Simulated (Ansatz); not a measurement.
C4H10Cl3NSn (`CC(C)(C)[NH][Sn]([Cl])([Cl])[Cl]`). The species carries charge 0 and has multiplicity 1. Sn takes the def2 core potential. The geometry is a stationary point of PBE0-D4/def2-TZVP. It is one conformer, not always the lowest.

```xyz
19

C     0.713    0.285    1.288
C     0.339   -0.480    0.028
C     1.270   -0.095   -1.119
C     0.431   -1.981    0.290
N    -1.067   -0.195   -0.293
Sn   -1.862    1.627   -0.201
Cl   -0.541    3.407   -0.875
Cl   -2.537    2.148    1.936
Cl   -3.727    1.569   -1.553
H     1.728    0.033    1.599
H     0.696    1.369    1.120
H     0.030    0.048    2.106
H     2.308   -0.346   -0.883
H     0.996   -0.629   -2.033
H     1.217    0.977   -1.322
H     1.456   -2.266    0.539
H    -0.224   -2.265    1.116
H     0.132   -2.548   -0.595
H    -1.358   -0.658   -1.148
```

(1) What is the dipole moment at PBE/def2-TZVPP? (Estimate.)

(2) And with r2SCAN, B3LYP, ωB97M-V? (Best estimate.)

(3) Give the Mulliken charges with PBE, ωB97M-V, B3LYP in def2-TZVPP. (An estimate is asked.)

Results:

(1) Ansatz gave: 3.55 D, with components (2.34, -2.66, -0.32) D in this frame, pointing from negative to positive charge.

(2) Computed: r2SCAN 3.66 D, B3LYP 3.54 D, ωB97M-V 3.42 D.

(3) The calculation gave: 
```csv
atom,PBE,ωB97M-V,B3LYP
C1,-0.28,-0.34,-0.30
C2,0.25,0.03,0.28
C3,-0.26,-0.28,-0.28
C4,-0.26,-0.29,-0.27
N5,-0.38,-0.39,-0.44
Sn6,0.98,0.98,1.10
Cl7,-0.31,-0.29,-0.33
Cl8,-0.30,-0.28,-0.32
Cl9,-0.31,-0.28,-0.33
H10,0.08,0.11,0.08
H11,0.08,0.11,0.08
H12,0.11,0.15,0.11
H13,0.07,0.11,0.08
H14,0.07,0.11,0.08
H15,0.09,0.12,0.09
H16,0.07,0.10,0.08
H17,0.09,0.12,0.09
H18,0.07,0.11,0.08
H19,0.13,0.11,0.12
```

B3LYP here is the variant with VWN-RPA as its local correlation; programs differ in this.
